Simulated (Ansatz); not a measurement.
Input and output for C$_{2}$H$_{6}$ClIn (`ClC[CH2][InH2]`).

```yaml
crystal:
  periodic: [false, false, false]
  atoms:
    - {symbol: Cl, position_ang: [-1.525365, 0.266032, -1.299820]}
    - {symbol: C, position_ang: [-0.803891, -0.995777, -0.186200]}
    - {symbol: C, position_ang: [0.611188, -0.625763, 0.160337]}
    - {symbol: In, position_ang: [0.611911, 1.564727, 0.238603]}
    - {symbol: H, position_ang: [-1.461525, -0.996233, 0.681525]}
    - {symbol: H, position_ang: [-0.926032, -1.931727, -0.731864]}
    - {symbol: H, position_ang: [0.894654, -1.088973, 1.108324]}
    - {symbol: H, position_ang: [1.306533, -0.961545, -0.610308]}
    - {symbol: H, position_ang: [-0.300911, 2.312163, 1.500706]}
    - {symbol: H, position_ang: [1.593449, 2.457096, -0.861284]}
basis:
  gaussian: {orbitals: def2-TZVP, fitting: {mean_field: def2-universal-jkfit}}
hamiltonian: {xc: {name: B2PLYP}}
output: {forces: true}
```

```sh
$ ansatz run in.yaml --threads 4 --pin off --events-out ev --progress --plain --max-ram 10444MiB
```

Output, abridged:

```
Functional definition: B2PLYP
604 factors; integrals over basis functions are off by at most 6.5e-1 eV
mean field evaluation 1: about -19845.1666 eV, gradient 4.5e1 eV
mean field evaluation 2: about -19845.1659 eV, gradient 4.5e1 eV
mean field evaluation 4: about -19849.8200 eV, gradient 4.5e0 eV
mean field evaluation 8: about -19849.8678 eV, gradient 9.0e-2 eV
mean field evaluation 16: about -19849.8678 eV, gradient 1.0e-5 eV
mean field -19849.86782947 eV, -729.4691880095 hartree, gradient 4.6e-6 eV, S^2 0.000000; 0 other end points of the search recorded, 0 dependent functions left out
11 core orbitals not correlated: weight in the atoms' cores, before any rotation towards them, 1.000 or more for the frozen orbitals, at most 0.000 for the correlated occupied ones
reference -19849.86802431 eV, -729.4691951695 hartree; 17, 17 occupied and 157, 157 virtual orbitals, 604 factors
second order -26.99652112 eV of doubles, -0.00000000 eV of singles
Total energy: -19857.15708501 eV, -729.7370632096 hartree
Atom 0 at    -1.525365     0.266032    -1.299820 Å, force    -0.136165     0.159271    -0.191606 eV/Å
Atom 1 at    -0.803891    -0.995777    -0.186200 Å, force    -0.153289    -0.294767     0.121050 eV/Å
Atom 2 at     0.611188    -0.625763     0.160337 Å, force     0.220956    -0.066840     0.052810 eV/Å
Atom 3 at     0.611911     1.564727     0.238603 Å, force     0.046787     0.134481     0.035236 eV/Å
Atom 4 at    -1.461525    -0.996233     0.681525 Å, force     0.053156    -0.010141    -0.056078 eV/Å
Atom 5 at    -0.926032    -1.931727    -0.731864 Å, force     0.014750     0.060564     0.050028 eV/Å
Atom 6 at     0.894654    -1.088973     1.108324 Å, force    -0.011088     0.013236    -0.051061 eV/Å
Atom 7 at     1.306533    -0.961545    -0.610308 Å, force    -0.035758     0.011617     0.041313 eV/Å
Atom 8 at    -0.300911     2.312163     1.500706 Å, force     0.016407    -0.003278    -0.018608 eV/Å
Atom 9 at     1.593449     2.457096    -0.861284 Å, force    -0.015756    -0.004143     0.016917 eV/Å
Dipole moment:     0.077516    -0.413900     0.159446 e Å
```

Run time 7 s (4 threads of an Arm Neoverse V1 on a shared host); peak host memory 0.52 GiB.
